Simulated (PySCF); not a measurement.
One of the candidates below gave these computed data.

All candidates are C5H11NOSi3.

- 1H NMR: chemical shifts (computed TMS as zero) by class: 7.47 (1 H), 7.42 (1 H), 5.35 (1 H), 5.27 (1 H), 5.17 (1 H), 5.17 (1 H), 5.15 (1 H), 2.09 (3 H), 0.46 (1 H) ppm [GIAO PBE0/pcSseg-1]
- 13C NMR: chemical shifts (computed TMS as zero) by class: 158.1 (1 C), 156.1 (1 C), 113.3 (1 C), 86.1 (1 C), 6.3 (1 C) ppm [GIAO PBE0/pcSseg-1]
- Rotational structure: rotational constants A, B, C: 0.959, 0.699, 0.472 GHz [GFN2-xTB]
- Dipole: 2.25 D [PBE0/pcSseg-1]
- NMR, other nuclei: isotropic shieldings of nuclei other than C and H, by class: 240 (1 N), 267 (1 O), 377 (1 Si), 385 (1 Si), 407 (1 Si) ppm [GIAO PBE0/pcSseg-1]

Gas-phase values; electronic properties from PySCF, density fitting. Levels stand in brackets. The structure is a single GFN2-xTB conformer in the gas phase; no vibrational or solvent corrections. NMR classes are plain means over equivalent atoms (diastereotopic ones count apart unless rotation or inversion swaps them), as if these changed places fast.

**Question.** Which candidate is it?
A. `N#C[Si@@H]1[C@@H](C=O)C[Si@@H]1C[SiH3]`
B. `N#C[Si@H]1C[Si@H](C(=O)C[SiH3])C1`
C. `CC#C[SiH2]O[Si@@H]1C=C[SiH2]N1`
D. `NCC#C[Si@@H](C#C[SiH3])O[SiH3]`

**Answer.** C. It is `CC#C[SiH2]O[Si@@H]1C=C[SiH2]N1`. Numbering: `[CH3:1][C:2]#[C:3][SiH2:4][O:5][Si@@H:6]1[CH:7]=[CH:8][SiH2:9][NH:10]1`. Its formula, C5H11NOSi3, gives 4 degrees of unsaturation: 1 ring and 3 π bonds in the structure found. 5 carbons fall into 5 classes; from least to most shielded: alkene CH carbon [C7] (158.1 ppm), alkene CH carbon [C8] (156.1 ppm), alkyne carbon [C2] (113.3 ppm), alkyne carbon [C3] (86.1 ppm), propargylic carbon [C1] (6.3 ppm). Hydrogen classes from least to most shielded: 1 H on an alkene CH carbon, C8 (7.47 ppm), 1 H on an alkene CH carbon, C7 (7.42 ppm), 1 H on an oxygen-bound silicon, Si6 (5.35 ppm), 1 H on an SiH2 silicon, Si9 (5.27 ppm), 1 H on an oxygen-bound silicon, Si4 (5.17 ppm), 1 H on an SiH2 silicon, Si9 (5.17 ppm), 1 H on an oxygen-bound silicon, Si4 (5.15 ppm), 3 H on a propargylic carbon, C1 (2.09 ppm), 1 H on a nitrogen bridging silicon atoms, N10 (0.46 ppm). The other shieldings belong to: 240 ppm, nitrogen bridging silicon atoms [N10]; 267 ppm, siloxane oxygen [O5]; 377 ppm, oxygen-bound silicon [Si6]; 385 ppm, SiH2 silicon [Si9]; 407 ppm, oxygen-bound silicon [Si4]. The optimised geometry has point group C1 and is an asymmetric top.

The others, at the same levels:
- `N#C[Si@H]1C[Si@H](C(=O)C[SiH3])C1` fails: it has 4 carbon classes against 5; its computed 13C shifts are 246.6 (1 C), 126.5 (1 C), 42.0 (1 C), 4.6 (2 C) ppm, 1H shifts are 5.42 (1 H), 5.20 (1 H), 3.97 (3 H), 2.82 (2 H), 1.04 (2 H), 0.65 (2 H) ppm and rotational constant A is 2.291 GHz (against 0.959 GHz).
- `NCC#C[Si@@H](C#C[SiH3])O[SiH3]` fails: its computed 13C shifts are 120.2 (1 C), 115.9 (1 C), 109.0 (1 C), 88.8 (1 C), 36.5 (1 C) ppm, 1H shifts are 5.17 (3 H), 5.04 (1 H), 4.26 (3 H), 3.66 (1 H), 3.61 (1 H), 0.94 (2 H) ppm and rotational constant A is 0.619 GHz (against 0.959 GHz).
- `N#C[Si@@H]1[C@@H](C=O)C[Si@@H]1C[SiH3]` fails: its computed 13C shifts are 208.9 (1 C), 127.0 (1 C), 53.4 (1 C), 17.7 (1 C), -5.4 (1 C) ppm, 1H shifts are 10.23 (1 H), 5.96 (1 H), 4.66 (1 H), 4.32 (3 H), 3.49 (1 H), 1.98 (1 H), 1.76 (1 H), 0.27 (1 H), -0.08 (1 H) ppm and rotational constant A is 1.070 GHz (against 0.959 GHz).

Each candidate is one conformer, not necessarily the lowest. The conformers computed, where there is a choice (atom-mapped SMILES and torsion angles):
- `[N:1]#[C:2][Si@H:3]1[CH2:4][Si@H:5]([C:6](=[O:7])[CH2:8][SiH3:9])[CH2:10]1`: C4–Si5–C6–O7 -49°, Si5–C6–C8–Si9 -85°
- `[NH2:1][CH2:2][C:3]#[C:4][Si@@H:5]([C:6]#[C:7][SiH3:8])[O:9][SiH3:10]`: C4–Si5–O9–Si10 -67°, H–N1–C2–C3 60°, H–N1–C2–C3 -58°
- `[N:1]#[C:2][Si@@H:3]1[C@@H:4]([CH:5]=[O:6])[CH2:7][Si@@H:8]1[CH2:9][SiH3:10]`: Si3–C4–C5–O6 73°, C7–Si8–C9–Si10 -31°

The conformers of `CC#C[SiH2]O[Si@@H]1C=C[SiH2]N1` aren't listed.
